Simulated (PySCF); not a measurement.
C2H9FOSi2.

```xyz
15

O     -1.3518    -1.3260     0.5559
C     -2.1218    -0.8295    -0.5339
C     -1.8128     0.6544    -0.6739
Si     0.0568     0.9791    -0.8619
Si     1.2174    -0.2696     0.7510
F      2.7507     0.3256     0.8150
H     -1.4156    -2.2889     0.5902
H     -3.2009    -0.9907    -0.3467
H     -1.8667    -1.3602    -1.4724
H     -2.1671     1.1869     0.2253
H     -2.3591     1.0753    -1.5339
H      0.3306     2.4395    -0.7146
H      0.4936     0.5600    -2.2308
H      1.3572    -1.7052     0.3798
H      0.6552    -0.1221     2.1201
```

The structure is a stationary point at B3LYP-D3(BJ)/def2-SVP. The structure was generated by enumeration, and PubChem lists no compound with its InChIKey, so it may never have been made. The values are those of a single conformer.

All values below come from PBE/pcSseg-1 (PySCF). Non-relativistic, no solvent.

Computed absolute GIAO shielding of each atom: isotropic value and principal components (ppm):
```json
[
 {"atom": "O1", "σ(iso)": "279.3", "σ11": "238.0", "σ22": "252.0", "σ33": "347.9", "span": "110.0"},
 {"atom": "C2", "σ(iso)": "113.8", "σ11": "87.9", "σ22": "99.3", "σ33": "154.2", "span": "66.3"},
 {"atom": "C3", "σ(iso)": "165.4", "σ11": "147.2", "σ22": "163.9", "σ33": "185.2", "span": "38.1"},
 {"atom": "Si4", "σ(iso)": "410.1", "σ11": "385.7", "σ22": "387.3", "σ33": "457.3", "span": "71.6"},
 {"atom": "Si5", "σ(iso)": "345.2", "σ11": "269.4", "σ22": "325.5", "σ33": "440.8", "span": "171.4"},
 {"atom": "F6", "σ(iso)": "378.6", "σ11": "350.6", "σ22": "388.6", "σ33": "396.8", "span": "46.1"},
 {"atom": "H7", "σ(iso)": "30.7", "σ11": "21.2", "σ22": "27.5", "σ33": "43.5", "span": "22.3"},
 {"atom": "H8", "σ(iso)": "26.9", "σ11": "21.8", "σ22": "26.5", "σ33": "32.5", "span": "10.7"},
 {"atom": "H9", "σ(iso)": "27.7", "σ11": "23.4", "σ22": "26.7", "σ33": "32.8", "span": "9.4"},
 {"atom": "H10", "σ(iso)": "30.0", "σ11": "26.0", "σ22": "27.9", "σ33": "36.2", "span": "10.2"},
 {"atom": "H11", "σ(iso)": "30.1", "σ11": "25.3", "σ22": "27.9", "σ33": "37.0", "span": "11.7"},
 {"atom": "H12", "σ(iso)": "27.2", "σ11": "24.1", "σ22": "25.2", "σ33": "32.4", "span": "8.3"},
 {"atom": "H13", "σ(iso)": "27.4", "σ11": "24.1", "σ22": "25.3", "σ33": "32.7", "span": "8.5"},
 {"atom": "H14", "σ(iso)": "25.9", "σ11": "21.5", "σ22": "27.1", "σ33": "29.0", "span": "7.5"},
 {"atom": "H15", "σ(iso)": "25.8", "σ11": "21.6", "σ22": "26.7", "σ33": "29.1", "span": "7.5"}
]
```
